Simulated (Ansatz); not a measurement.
The same bond dissociation along the group C, Si, Ge.

Computed with Ansatz on PBE0-D4/def2-TZVP structures; ΔE is electronic, products minus reactants. CBS: MP2 limit from def2 TZ/QZ plus the TZ coupled-cluster correction, frozen cores. This one scheme is used for every species. DFT in def2-TZVPP. Open shells (•) are unrestricted, without spin–orbit coupling. For Ge outer-core shells are correlated without core-valence functions, which leaves a few kJ/mol of doubt a bond. Scalar relativity is left out up to krypton.

```csv
reaction,ωB97M-V (kJ/mol),CCSD(T)/CBS(def2) (kJ/mol)
`CNC` → `[CH3]`• + `C[NH]`•,369,371
`[SiH3]N[SiH3]` → `[SiH3]`• + `[NH][SiH3]`•,475,478
`[GeH3][NH][GeH3]` → `[GeH3]`• + `[NH][GeH3]`•,382,397
```

Largest T1 diagnostic: 0.015, for `[NH][SiH3]`•.
